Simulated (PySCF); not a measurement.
Delta-SCF ions had no search for a lower state. Excitations are Tamm–Dancoff values on a coarser integration grid. The basis has no diffuse functions, so Rydberg states are missing or too high.

Species: C₁₀H₁₀Si, SMILES `[SiH3]c1cc2cccccc-2c1` (charge 0, multiplicity 1).

Task: What S1–T1 gap (TDA), T1 excitation (TDA), vertical ionisation energy (Delta-SCF), S1 oscillator strength and HOMO does ωB97X-D3(BJ)/def2-TZVP // PBE0-D3(BJ)/def2-SVP in PySCF 2.14.0 give?

Result: 
```yaml
S1–T1 gap (TDA): 0.50 eV
T1 excitation (TDA): 1.99 eV
vertical ionisation energy (Delta-SCF): 7.34 eV
S1 oscillator strength: 0.015
HOMO: -7.75 eV
```
